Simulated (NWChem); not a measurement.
C$_{2}$H$_{4}$BFO$_{2}$; SMILES CB(F)C(=O)O

```xyz
10

C     -1.1064    -1.6729     0.4289
B      0.0770    -0.7609    -0.0162
F      1.2338    -1.2611    -0.4387
C     -0.0809     0.8370    -0.0522
O     -1.0268     1.3905    -0.5811
O      0.9252     1.5257     0.5391
H     -1.3223    -1.5206     1.4966
H     -0.9169    -2.7378     0.2649
H     -2.0211    -1.3771    -0.1008
H      0.7068     2.4759     0.4446
```
Atoms are numbered in this order, from 1.

Computed with NWChem. Medium grid unless said otherwise, to which SCAN and Minnesota functionals are sensitive. Structure relaxed at the B3LYP/6-31G* (spherical d) level. Total energies of different functionals are on different scales.

```
level                                  energy (Ha)  highest occupied level (eV)  orbital gap (eV)  dipole (D)
-------------------------------------  -----------  ---------------------------  ----------------  ----------
PBE/def2-TZVP                            -353.5984                        -6.45              3.88        1.16
B3LYP/def2-TZVP                          -353.9980                          ___               ___        1.22
PBE0/def2-TZVP                           -353.6047                        -8.07              6.51        1.23
BLYP/def2-TZVP                           -353.9197                        -6.39              3.93        1.16
r2SCAN/def2-TZVP                         -353.8144                        -6.76              4.43        1.21
LDA (Slater exchange, VWN5)/def2-TZVP    -351.2983                        -6.67              3.80        1.20
```

Question: Complete the blanks.

Answer: 
- B3LYP/def2-TZVP, highest occupied level (eV): -7.86
- B3LYP/def2-TZVP, orbital gap (eV): 6.03
